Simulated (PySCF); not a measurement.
Diatomics of B with the alkali metals

PBE0 with triple-zeta basis sets in PySCF, for the lowest determinant that a PBE0 search found; no spin–orbit coupling. De refers to high-spin ground-configuration atoms. A positive dipole means M(−)B(+).

```tsv
M	basis	state (unpaired electrons)	Re (Å)	ωe (cm⁻¹)	De (eV)	μ (D)
Li	def2-TZVPP	triplet (σ ↑, π ↑)	2.131	547	1.34	-5.79
Na	def2-TZVPP	triplet (σ ↑, π ↑)	2.486	330	0.95	-5.98
K	def2-TZVPP	triplet (σ ↑, π ↑)	2.866	268	0.96	-7.89
Rb	x2c-TZVPPall	triplet (σ ↑, π ↑)	2.963	245	0.99	-8.09
```

(1) By what factor does the harmonic wavenumber vary along the series?

The rows differ in basis set, which adds steps of its own.

Down a group the atoms grow and get heavier, so bonds lengthen and wavenumbers fall; this series shows no clear exception.

Spin–orbit coupling is left out. States were picked by a PBE0 search and need not be the measured ground states.

## Answers

(1) At PBE0 it runs from 245 cm⁻¹ (RbB) to 547 cm⁻¹ (LiB), a factor of 2.23.
